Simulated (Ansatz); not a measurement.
Reaction (cleavage of the B–Sn bond): `CC[BH][SnH3]` + silanol → `CCBO[SiH3]` + `[SnH4]`

Program: Ansatz. Geometries: PBE0-D4/def2-TZVP. ΔE: electronic, gas phase. CCSD(T)/CBS adds triple-zeta CCSD(T) − MP2 to the extrapolated MP2 energy (def2 sets, frozen cores). DFT in def2-TZVPP. def2 core potentials past Kr. For Sn outer-core shells are correlated without core-valence functions, which leaves a few kJ/mol of doubt a bond. One conformer a species, not always the lowest.

```csv
species,PBE0 energy (Eh)
`CC[BH][SnH3]`,-320.62992
`O[SiH3]`,-366.98944
`CCBO[SiH3]`,-471.00966
`[SnH4]`,-216.66540
```

Question: Work out ΔE.

Answer: ΔE = (-471.00966) + (-216.66540) − (-320.62992) − (-366.98944) = -0.05570 Eh = -146.2 kJ/mol. CCSD(T)/CBS gives -143.7 kJ/mol.

Largest T1 diagnostic among the species: 0.013.

From PBE to PBE0 (25 % exact exchange), in def2-TZVPP and without D4, ΔE moves by −3.6 kJ/mol. In def2-TZVPP, CCSD(T) changes the Hartree–Fock value by +17.8 kJ/mol (the triples alone add +1.2 kJ/mol) and MP2 by +20.1 kJ/mol.
